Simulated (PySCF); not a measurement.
**A survey of ²⁹Si NMR shifts**

[PySCF: geometry from GFN2-xTB; shielding tensors at PBE0/pcSseg-1 (GIAO); a single conformation; isolated molecule; averaged over atoms made equivalent by symmetry, fast rotation or ring inversion; relativity neglected]

Shieldings were converted by a linear fit to measured shifts: ²⁹Si: δ = 279.94 − 0.822σ (rms 8.9 ppm, 72 shifts, 25.8 ppm with the 6 outliers that the fit left out vs TMS, solution or neat liquid). Occasional misses reach two or three times the rms, and more in compound classes unlike the fitted ones.

Question: Give the ²⁹Si shifts of `CNC(=O)CCC[SiH2]O`, `O[Si@@H]([SiH3])OC[SiH2]P`, `CC[SiH2]N([SiH3])[SiH3]`, `CC(C)C(=O)O[SiH2][SiH3]`, `CO[Si@@]([SiH3])(P)O[SiH3]`.

Answer: 
| compound | environment | δ (ppm) |
| --- | --- | --- |
| CNC(=O)CCC[SiH2]O | silicon bonded to C, O, 2 H | -27.2 |
| [OH:1][Si@@H:2]([SiH3:3])[O:4][CH2:5][SiH2:6][PH2:7] | Si2: silicon bonded to 2 O, Si, H | -13.8 |
| [OH:1][Si@@H:2]([SiH3:3])[O:4][CH2:5][SiH2:6][PH2:7] | Si6: silicon bonded to C, P, 2 H | -47.6 |
| [OH:1][Si@@H:2]([SiH3:3])[O:4][CH2:5][SiH2:6][PH2:7] | Si3: silicon bonded to Si, 3 H | -108.3 |
| [CH3:1][CH2:2][SiH2:3][N:4]([SiH3:5])[SiH3:6] | Si3: silicon bonded to C, N, 2 H | -25.4 |
| [CH3:1][CH2:2][SiH2:3][N:4]([SiH3:5])[SiH3:6] | Si5/6: silicon bonded to N, 3 H (×2) | -45.4 |
| [CH3:1][CH:2]([CH3:3])[C:4](=[O:5])[O:6][SiH2:7][SiH3:8] | Si7: silicon bonded to O, Si, 2 H | -26.5 |
| [CH3:1][CH:2]([CH3:3])[C:4](=[O:5])[O:6][SiH2:7][SiH3:8] | Si8: silicon bonded to Si, 3 H | -105.7 |
| [CH3:1][O:2][Si@@:3]([SiH3:4])([PH2:5])[O:6][SiH3:7] | Si3: silicon bonded to 2 O, P, Si | 0.1 |
| [CH3:1][O:2][Si@@:3]([SiH3:4])([PH2:5])[O:6][SiH3:7] | Si7: silicon bonded to O, 3 H | -41.7 |
| [CH3:1][O:2][Si@@:3]([SiH3:4])([PH2:5])[O:6][SiH3:7] | Si4: silicon bonded to Si, 3 H | -107.9 |
